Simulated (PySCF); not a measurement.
Electron correlation in Pm²⁺ (promethium, charge +2)

[Xe] 4f5, one real determinant. Computed with PySCF 2.14 in ANO-RCC-VTZP, with scalar relativity by spin-free X2C-1e. Frozen: [Ar] 3d10; 31 electrons correlated.

MP2 pair energies summed by pair of shells (mhartree):

| pair | energy | share (%) |
| --- | --- | --- |
| 4d-4f | -165.48 | 17.1 |
| 4d-4d | -161.05 | 16.6 |
| 4f-5p | -130.47 | 13.5 |
| 5p-5p | -126.46 | 13.1 |
| 4d-5p | -98.60 | 10.2 |
| 4f-4f | -65.02 | 6.7 |
| 4p-4d | -49.75 | 5.1 |
| 5s-5p | -36.60 | 3.8 |
| 4f-5s | -27.72 | 2.9 |
| 4d-5s | -27.67 | 2.9 |
| 4p-4f | -24.78 | 2.6 |
| 4p-4p | -14.26 | 1.5 |
| 4p-5p | -8.69 | 0.9 |
| 4s-4d | -8.56 | 0.9 |
| 5s-5s | -6.43 | 0.7 |
| 4s-4p | -5.24 | 0.5 |
| 4s-4f | -4.67 | 0.5 |
| 4p-5s | -4.53 | 0.5 |
| 4s-4s | -1.18 | 0.1 |
| 4s-5p | -0.91 | 0.1 |
| 4s-5s | -0.40 | 0.0 |

Total MP2 correlation energy: -968.47 mhartree.

Same-spin part -378.83 and opposite-spin part -589.65 mhartree; SCS-MP2 scales them by 1/3 and 6/5 to -833.85 mhartree.

The reference is one real determinant that mixes LS terms of this configuration.
